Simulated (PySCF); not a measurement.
# `Cc1ccc(O)cc1`, C$_{7}$H$_{8}$O

Cartesian coordinates in Å; atom numbers follow the order of the lines, from 1:
```xyz
16

C    -2.3774   -0.0693    0.3579
C    -0.8906   -0.1447    0.1599
C    -0.0090    0.5088    1.0261
C     1.3696    0.4693    0.8290
C     1.9044   -0.2353   -0.2526
O     3.2326   -0.3096   -0.4907
C     1.0389   -0.8990   -1.1273
C    -0.3339   -0.8493   -0.9160
H    -2.8806   -0.9731   -0.0161
H    -2.6381    0.0474    1.4201
H    -2.8115    0.7905   -0.1803
H    -0.4060    1.0636    1.8810
H     2.0373    0.9874    1.5249
H     3.7035    0.1879    0.1859
H     1.4645   -1.4528   -1.9662
H    -0.9951   -1.3775   -1.6089
```

Theory: quadratic response CAM-B3LYP/aug-cc-pVDZ first hyperpolarisability, Taylor convention, gas phase (PySCF). Geometry: PBE0-D3(BJ)/def2-SVP.

Q: Give the tensor of the second harmonic β(−2ω;ω,ω) at 1907 nm in the axes of these coordinates.

A: In au, Taylor convention; rows are the first index (the induced dipole):
```tsv
	xx	yy	zz	xy	xz	yz
x	+204.2	+12.1	+4.0	-19.4	-32.3	-10.7
y	-19.2	-3.9	-1.2	+12.0	-10.3	+2.8
z	-32.2	+2.7	-15.7	-10.3	+4.2	-1.3
```
Norm of βᵢ = ⅓ Σⱼ (βᵢⱼⱼ + βⱼᵢⱼ + βⱼⱼᵢ): 226.2 au, hyper-Rayleigh value 91.7 au.
